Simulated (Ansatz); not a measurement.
```yaml
crystal:
  periodic: [false, false, false]
  atoms:
    - {symbol: C, position_ang: [0.788385, 0.454896, 0.352991]}
    - {symbol: C, position_ang: [0.885386, -0.321244, -0.033493]}
    - {symbol: C, position_ang: [0.488842, -0.885146, -0.275287]}
    - {symbol: C, position_ang: [-0.478504, -0.797000, -0.285868]}
    - {symbol: C, position_ang: [-1.046068, -0.190183, 0.385618]}
    - {symbol: C, position_ang: [-0.769394, 0.574978, 0.067453]}
    - {symbol: C, position_ang: [0.207798, 0.864882, -0.272781]}
    - {symbol: H, position_ang: [0.680465, 0.605209, 1.042526]}
    - {symbol: H, position_ang: [1.714234, 0.771431, 0.305482]}
    - {symbol: H, position_ang: [1.693751, -0.721058, -0.076877]}
    - {symbol: H, position_ang: [1.226458, -0.135896, -0.761198]}
    - {symbol: H, position_ang: [0.416496, -1.667533, -0.654614]}
    - {symbol: H, position_ang: [0.251719, -1.154803, 0.770160]}
    - {symbol: H, position_ang: [-0.482568, -0.608398, -1.057753]}
    - {symbol: H, position_ang: [-1.255453, -1.190287, -0.389702]}
    - {symbol: H, position_ang: [-1.507793, -0.270280, 0.196556]}
    - {symbol: H, position_ang: [-0.899906, -0.161172, 0.775101]}
    - {symbol: H, position_ang: [-1.232215, 1.046405, -0.346788]}
    - {symbol: H, position_ang: [-0.909936, 1.009990, 0.657018]}
    - {symbol: H, position_ang: [0.289730, 0.751641, -0.973670]}
    - {symbol: H, position_ang: [0.536575, 1.755045, -0.226929]}
basis:
  gaussian: {orbitals: pcseg-2, final_grid: {core_spheres: 8, valence_spheres: 7, degree: 23}}
total_charge: 1
magnetization: {spin_polarized: true, initial_magnetization: 1}
hamiltonian: {xc: {name: PBE0-DH}}
output: {forces: true}
```

```sh
$ ansatz run in.yaml --threads 2 --pin off --events-out ev --progress --plain --max-ram 32768MiB --backend cuda --devices 0, --max-vram 18GiB
```

It prints (some lines left out):

```
Functional definition: PBE0-DH
2181 factors; integrals over basis functions are off by at most 1.0e-3 eV
mean field evaluation 1: about -7089.0567 eV, gradient 2.1e2 eV
mean field evaluation 2: about -7089.5231 eV, gradient 2.1e2 eV
mean field evaluation 4: about -7210.3742 eV, gradient 3.2e1 eV
mean field evaluation 8: about -7215.5644 eV, gradient 5.3e-1 eV
mean field evaluation 16: about -7215.6259 eV, gradient 1.0e-2 eV
mean field -7215.62587447 eV, -265.1693599598 hartree, gradient 8.7e-6 eV, S^2 0.764917; 0 other end points of the search recorded, 0 dependent functions left out
7 core orbitals not correlated: weight in the atoms' cores, before any rotation towards them, 0.999 or more for the frozen orbitals, at most 0.000 for the correlated occupied ones
reference -7215.62589940 eV, -265.1693608759 hartree; 21, 20 occupied and 378, 379 virtual orbitals, 2181 factors
second order -44.27844620 eV of doubles, -0.00000000 eV of singles
Total energy: -7221.16070517 eV, -265.3727612365 hartree
Atom 0 at     0.788385     0.454896     0.352991 Å, force    49.331088    62.952152    67.311722 eV/Å
Atom 1 at     0.885386    -0.321244    -0.033493 Å, force   148.310788    76.409452    39.617629 eV/Å
Atom 2 at     0.488842    -0.885146    -0.275287 Å, force   -78.410353  -194.541488   -71.269592 eV/Å
Atom 3 at    -0.478504    -0.797000    -0.285868 Å, force   -48.572412   -29.334596    -5.778252 eV/Å
Atom 4 at    -1.046068    -0.190183     0.385618 Å, force   -10.290425   -73.260012  -136.134787 eV/Å
Atom 5 at    -0.769394     0.574978     0.067453 Å, force     9.784520    82.537044   -37.264301 eV/Å
Atom 6 at     0.207798     0.864882    -0.272781 Å, force   -18.657238    60.341921   -24.041937 eV/Å
Atom 7 at     0.680465     0.605209     1.042526 Å, force    -6.323427     7.932809    40.096561 eV/Å
Atom 8 at     1.714234     0.771431     0.305482 Å, force     5.798437     5.070209     2.900263 eV/Å
Atom 9 at     1.693751    -0.721058    -0.076877 Å, force    14.881669    -4.493680     1.759253 eV/Å
Atom 10 at     1.226458    -0.135896    -0.761198 Å, force    11.139388     2.888530   -19.215870 eV/Å
Atom 11 at     0.416496    -1.667533    -0.654614 Å, force     5.086478   -13.375094    -8.055673 eV/Å
Atom 12 at     0.251719    -1.154803     0.770160 Å, force    -0.348014    -5.777919     7.474201 eV/Å
Atom 13 at    -0.482568    -0.608398    -1.057753 Å, force    -2.869381     6.880157   -25.035855 eV/Å
Atom 14 at    -1.255453    -1.190287    -0.389702 Å, force    -9.221274   -14.686964    -5.149044 eV/Å
Atom 15 at    -1.507793    -0.270280     0.196556 Å, force  -138.951762   -24.282145   -47.147436 eV/Å
Atom 16 at    -0.899906    -0.161172     0.775101 Å, force    88.525574    10.886377   253.075059 eV/Å
Atom 17 at    -1.232215     1.046405    -0.346788 Å, force   -17.613666    14.969197   -16.880863 eV/Å
Atom 18 at    -0.909936     1.009990     0.657018 Å, force    -4.865719    24.950817    26.089191 eV/Å
Atom 19 at     0.289730     0.751641    -0.973670 Å, force     4.076708    -4.884768   -41.083698 eV/Å
Atom 20 at     0.536575     1.755045    -0.226929 Å, force    -0.810979     8.818003    -1.266569 eV/Å
Dipole moment:     0.309093    -0.109093    -0.218872 e Å
```

Question: Something in this input is off. What?

Answer: The geometry is squeezed to about two thirds of its size. The run converged. The result belongs to that input, not to the molecule as meant.
